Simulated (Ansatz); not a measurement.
SnSe2⁻. The state is a doublet with charge -1. Geometry r2SCAN-D4/def2-TZVPD; atoms count from 1.

```xyz
3

Sn   -0.7009    0.8032   -1.1665
Se    1.4233   -0.1602    0.1049
Se   -0.7224   -0.6431    1.0617
```

In the def2 sets Sn takes a core potential; there is no spin–orbit coupling. The highest occupied level of the charge -1 doublet lies above zero (up to 0.10 eV). The electron is either unbound and held by the finite basis, or the level is raised by self-interaction error. Another isomer (doublet) lies 0.47 eV lower at PBE0-D4/def2-TZVPD; other spin states weren't run for this one.

Question: Estimate the Mulliken populations from the PBE0/def2-TZVPD orbitals of Ansatz.

Answer: 
| atom | charge (e) | spin (α − β) |
| --- | --- | --- |
| Sn1 | -0.10 | 1.02 |
| Se2 | -0.45 | -0.01 |
| Se3 | -0.45 | -0.01 |
Mulliken values depend strongly on the basis. With diffuse functions, as here, like atoms can get unlike values, and bond orders can come out too low or too high.

Question: Where does the spin sit?

Answer: Summed by element: Sn 1.02, Se -0.02, of 1 unpaired in all. Largest on single atoms: Sn1 1.02, Se2 -0.01, Se3 -0.01.

Question: And the Mayer bond orders between heavy atoms (over 0.3)?

Answer: Sn1–Se2 0.83 (2.66 Å); Sn1–Se3 0.83 (2.66 Å); Se2–Se3 0.92 (2.40 Å).
